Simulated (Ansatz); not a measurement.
The pair A = CH6OSi (SMILES CO[SiH3]) (first 9 atoms), B = CH4 (SMILES C); geometry from B3LYP-D3(BJ)/def2-TZVP.
(charge 0, multiplicity 1):
```xyz
14

C     -1.605    -0.467     0.322
O     -0.549     0.465     0.151
Si     0.949     0.040    -0.383
H     -2.479     0.074     0.682
H     -1.860    -0.956    -0.624
H     -1.341    -1.234     1.057
H      1.555    -0.989     0.500
H      1.761     1.272    -0.372
H      0.881    -0.521    -1.757
C      0.039     0.042     3.626
H     -0.183     0.713     2.798
H     -0.887    -0.394     4.002
H      0.698    -0.753     3.279
H      0.528     0.594     4.427
```

Correlated levels freeze the cores. MP2 and its Hartree–Fock in aug-cc-pV(T+d)Z are density fitted.

Run with Ansatz (a program for electronic structure). 

The counterpoise-corrected interaction energy is E(AB) − E(A in the pair's basis) − E(B in the pair's basis). Total energies (hartree):

```tsv
level	AB	A in the pair's basis	B in the pair's basis
HF/aug-cc-pV(D+d)Z	-445.3952592	-405.1966446	-40.1998568
MP2/aug-cc-pV(D+d)Z	-446.0265538	-405.6569300	-40.3682022
HF/aug-cc-pV(T+d)Z	-445.4575225	-405.2451926	-40.2135949
MP2/aug-cc-pV(T+d)Z	-446.2176486	-405.8013357	-40.4145850
CCSD(T)/aug-cc-pV(D+d)Z	-446.1113915	-405.7138501	-40.3960359
```

**Question.** Work out the counterpoise-corrected interaction energy at the basis-set limit: extrapolate the MP2 correlation part as X⁻³, take Hartree–Fock from the larger set, and add the CCSD(T) − MP2 difference of aug-cc-pV(D+d)Z.

**Answer.** 
1. Differences (1 hartree = 627.509 kcal/mol): HF/aug-cc-pV(D+d)Z 0.779; MP2/aug-cc-pV(D+d)Z -0.892; HF/aug-cc-pV(T+d)Z 0.794; MP2/aug-cc-pV(T+d)Z -1.084; CCSD(T)/aug-cc-pV(D+d)Z -0.945.
2. Correlation parts, MP2 less HF: -1.672 in aug-cc-pV(D+d)Z (X = 2), -1.878 in aug-cc-pV(T+d)Z (X = 3).
3. Limit (3³·(-1.878) − 2³·(-1.672))/(3³ − 2³) = -1.965; with HF/aug-cc-pV(T+d)Z it gives -1.171.
4. CCSD(T) less MP2 in aug-cc-pV(D+d)Z: -0.053.
Result: -1.22 kcal/mol, against -0.89 at MP2/aug-cc-pV(D+d)Z. It is an estimate of this method's limit, not of the exact value.
